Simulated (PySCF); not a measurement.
Calculation: PBE0-D4/def2-TZVP // PBE0-D4/def2-SVP (PySCF). All species are isolated molecules in the gas phase. One relaxed conformer stands for a flexible species; it need not be the lowest. Delta-SCF ions had no search for a lower state. 

Reference species (SMILES): `B[C@]1(C=O)[C@H]2CC[C@@H]1CC2` (neutral, multiplicity 1).

| Quantity | Result |
|---|---|
| vertical ionisation energy (Delta-SCF) | 9.25 eV |
| S1 oscillator strength | 0.005 |
| LUMO | -1.81 eV |

Changed species: `B[C@@]12CC[C@@H](C[C@@H]1C=O)C2`.

Predict the effect on the vertical ionisation energy (Delta-SCF), S1 oscillator strength and LUMO.

the vertical ionisation energy (Delta-SCF) rises by 0.16 eV, to 9.41 eV; the S1 oscillator strength hardly moves; the LUMO goes up by 0.38 eV, to -1.43 eV.
